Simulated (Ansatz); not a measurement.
Total energies of Cu₂Sn₂⁺ (the lowest doublet isomer of a short search) from Ansatz at PBE-D4/def2-TZVP, gas phase (1 Eh = 27.2114 eV = 2625.5 kJ/mol). The reference geometry is relaxed at PBE-D4/def2-SVP.

```xyz
4

Cu   -0.2794    0.5758   -1.4079
Cu    1.5162    0.0823    0.2938
Sn   -0.7999    0.9776    1.1275
Sn   -0.4369   -1.6357   -0.0134
```

```json
{"state": "charge 1 doublet", "geometry": "reference", "energy (Eh)": "-3709.05465"}
{"state": "charge 0 singlet", "geometry": "reference", "energy (Eh)": "-3709.29406"}
{"state": "charge 1 quartet", "geometry": "relaxed at PBE-D4/def2-SVP", "energy (Eh)": "-3709.00359"}
```

In the def2 sets Sn takes a core potential; there is no spin–orbit coupling.

Work out the vertical electron affinity, to the singlet.

E(charge 1 doublet) − E(charge 0 singlet) = -3709.05465 − (-3709.29406) = 0.23941 Eh = 6.51 eV.

Which of the charge 1 states is lowest, and how far above it are the others?

The doublet. quartet: -3709.00359 − (-3709.05465) = 0.05106 Eh = 134.1 kJ/mol.

The structure comes from a short search, and lower isomers may exist.
